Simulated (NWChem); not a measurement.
System: C₄H₃NS; SMILES C#CC1=NCS1

Here is an NWChem input.

```
start job
memory heap 200 mb stack 900 mb global 1100 mb
geometry units angstroms noautosym nocenter noautoz
  C      0.161540     2.893224     0.000000
  C     -0.060064     1.688483     0.000000
  C     -0.250537     0.281951     0.000000
  N     -1.361265    -0.408628     0.000000
  C     -0.709477    -1.707326     0.000000
  S      1.025076    -0.978471     0.000000
  H      0.340172     3.960104     0.000000
  H     -0.907969    -2.308706     0.911430
  H     -0.907969    -2.308706    -0.911430
end
basis spherical
  * library def2-svp
end
dft
  xc xpbe96 cpbe96
  iterations 150
end
cosmo
  do_cosmo_smd true
  solvent meg
end
task dft energy
```

The geometry was optimised at PBE-D3(BJ)/def2-SVP. Solvent: ethylene glycol.

Level: PBE/def2-SVP with SMD (1 M gas to 1 M solution), gas-phase geometry.

### Question
Predict the main results of this run. (PBE/def2-SVP, SMD on the gas-phase geometry.) Quantities: solvation free energy (kcal/mol); cavity-dispersion-structure term (kcal/mol); dipole in solution (D).

### Answer
```
Quantity                                     Value
-------------------------------------------  -----
solvation free energy (kcal/mol)              -4.0
cavity-dispersion-structure term (kcal/mol)    2.4
dipole in solution (D)                        1.10
```
